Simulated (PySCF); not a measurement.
## Structure revision by computed shifts

A compound C7H10OSi gives the data below (simulated from a calculation) and was assigned the structure `Cc1ccc(O[SiH3])cc1`.

13C{1H} NMR (computed): δ 147.0 (C), 136.3 (CH, 2C), 135.6 (CH), 135.6 (CH, 2C), 62.9 (CH2).

1H NMR (400 MHz, computed): δ 7.65 (m, 2H), 7.58 (m, 2H), 7.48 (m, 1H), 4.56 (s, 2H), 4.06 (s, 3H).

- GIAO HF/pcSseg-1 shieldings
- geometry: PBE0-D3(BJ)/def2-SVP
- program: PySCF 2.14
- one averaged value for each set of equivalent atoms, no relativistic terms, gas phase, one computed conformer

δ = σ(ref) − σ, references computed at the same level: 1H (31.69 ppm) and 13C (190.85 ppm) vs TMS.

Question: Compare with the shifts computed for the proposed structure, pairing carbons in order of shift.

Answer: Structure with atom numbers: `[CH3:1][c:2]1[cH:3][cH:4][c:5]([O:6][SiH3:7])[cH:8][cH:9]1`; H(Xn) means a hydrogen on atom n.

```
atom  computed for proposal  given list  difference
  C5                  161.4       147.0       +14.4
  C3                  139.1       136.3        +2.8
  C9                  139.1       136.3        +2.8
  C2                  135.6       135.6        +0.0
  C4                  122.5       135.6       -13.1
  C8                  122.5       135.6       -13.1
  C1                   20.1        62.9       -42.8
```

The rms difference is 18.5 ppm and the largest -42.8 ppm at C1 (methyl carbon on an aromatic ring). The carbon types in order of shift don't match either: C, CH, CH, C, CH, CH, CH3 for the proposal against C, CH, CH, CH, CH, CH, CH2 in the data. The proposal doesn't fit.

Question: Which isomer fits?

Answer: `[SiH3]OCc1ccccc1`.

Carbon types of the structure: 1 × C, 5 × CH, 1 × CH2, leaving 3 H on heteroatoms. δC 147.0: substituted aromatic carbon. δC 136.3, 135.6, 135.6: aromatic CH; the aromatic region. δC 62.9: sp3 CH2 bonded to O, on an aromatic ring; pulled downfield by the heteroatom. δH 7.65, 7.58, 7.48: hydrogen on an aromatic CH; it sits in the deshielding region of the aromatic ring current.

This is the structure that produced the data.

Shifts are as computed. Against solution values, carbons near 30 ppm lie about -0 ppm off and those near 130 ppm about +7 ppm. Of 1211 compounds with measured shifts, 218 miss one by over three times the rms of a fit or turn the order of signals round; such compounds aren't used in these exercises. Multiplicities follow the n + 1 count of equivalent neighbours, as no J values were calculated; m marks all less simple cases, F and P coupling included.
